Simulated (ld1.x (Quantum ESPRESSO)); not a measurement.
# Logarithmic derivatives: titanium, TM

- Element: Ti (Z = 22)
- Generator: ld1.x (Quantum ESPRESSO) 7.5
- Type: norm-conserving Troullier–Martins (Kleinman–Bylander form)
- Functional: LDA (PZ)
- Relativity: fully relativistic
- Frozen core: [Ne]
- Valence charge: 12
- Reference configuration: 3s2 3p6 3d2 4s1.75 4p0.25
- Partial waves: 3p (bound): rc 1.05 bohr; 3d (bound): rc 2.25 bohr; 3s (bound): rc 1.65 bohr
- Local potential: the s channel
- Core correction: a·sin(br)/r model core inside 1.05 bohr

Open shells are filled in proportion to 2j + 1 (rel_dist='average').

Occupied shells without a wave of their own: 4p, 4s. They enter only through the test configuration that unscreens the potential, and ld1.x also counts them in the model core charge.

The phase is arctan(r·u′/u) with u = r·R(r), unwrapped; energies in Ry, scanned from -7 to 5 Ry. A pole is an energy at which the radial function vanishes at the test radius. The pseudo phase is shifted by a multiple of π to meet the all-electron one at the reference energy, and phase errors are pseudo minus all-electron; the curves can meet again beyond the range given. Levels narrower than the energy grid can be missing from the lists of poles.

```csv
channel,radius (bohr),reference energy (Ry),"poles, all-electron","poles, pseudo",unbroken range about the reference energy with phases within 0.05 rad,phase error 1 Ry above the reference energy (rad)
s,2.44,-4.60,"-4.55, 3.17","-4.55, 2.16",below -1.1,-0.002
p1/2,2.44,-2.91,"-2.80, 4.10","-2.80, 3.58",below -0.1,-0.003
p3/2,2.44,-2.86,"-2.75, 4.15","-2.75, 3.62",below -0.1,-0.003
d3/2,2.44,-0.35,0.03,0.03,below 1.6,+0.006
d5/2,2.44,-0.35,0.03,0.03,below 1.6,+0.006
```

The potential misses its own reference levels by up to 0.7 eV. ld1.x takes every shell without a wave as core, so the model core holds the 4p, 4s electrons as well and exchange and correlation see them twice. This cancels in the reference configuration, but the file is broken for other ones, and its errors say nothing about a proper core correction.

Phases in the s channel:

| E (Ry) | all-electron | pseudo |
| --- | --- | --- |
| -7.00 | 1.397 | 1.397 |
| -6.48 | 1.387 | 1.387 |
| -5.96 | 1.374 | 1.374 |
| -5.44 | 1.353 | 1.353 |
| -4.92 | 1.290 | 1.289 |
| -4.40 | -1.701 | -1.701 |
| -3.88 | -1.776 | -1.777 |
| -3.36 | -1.809 | -1.811 |
| -2.84 | -1.843 | -1.847 |
| -2.32 | -1.885 | -1.893 |
| -1.80 | -1.946 | -1.961 |
| -1.28 | -2.045 | -2.082 |
| -0.76 | -2.235 | -2.351 |
| -0.24 | -2.694 | -3.104 |
| 0.28 | -3.612 | -4.058 |
| 0.80 | -4.208 | -4.428 |
| 1.32 | -4.447 | -4.583 |
| 1.84 | -4.566 | -4.672 |
| 2.36 | -4.638 | -4.734 |
| 2.88 | -4.689 | -4.787 |
| 3.40 | -4.730 | -4.841 |
| 3.92 | -4.765 | -4.907 |
| 4.44 | -4.799 | -5.005 |
| 4.96 | -4.836 | -5.194 |
